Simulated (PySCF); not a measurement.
Computed IR spectrum (relative IR intensity) of a molecule C4H13NSi. Coordinates come from a PBE0-D3(BJ)/def2-SVP optimisation. The values are those of a single conformer. Calculation: PBE0-D3(BJ)/def2-SVP run with PySCF. Frequencies are harmonic and unscaled.

Lines under 2 % of the strongest are left out, and lines within 2 cm⁻¹ are merged.

ν (cm⁻¹): 222 (w), 332 (m), 369 (w), 437 (m), 608 (w), 687 (vw), 718 (w), 757 (w), 765 (m), 812 (vw), 852 (m), 891 (vs), 911 (vs), 950 (m), 1090 (w), 1119 (w), 1194 (s), 1256 (m), 1262 (m), 1284 (w), 1365 (vw), 1394 (w), 1422 (vw), 1425 (m), 1434 (w), 1437 (vw), 1464 (vw), 1484 (vw), 2211 (vs), 3020 (m), 3047 (w), 3077 (w), 3140 (w), 3147 (w), 3151 (m), 3160 (vw), 3167 (vw), 3643 (w) (against the strongest line: vs over 80 %, s over 45 %, m over 15 %, w over 4 %, vw less)

Problem. Which structure fits?
(A) CCC[C@H](N)[SiH3]
(B) CCN(C)C[SiH3]
(C) CCN[SiH](C)C
(D) CC[SiH2]N(C)C

Solution. C, CCN[SiH](C)C
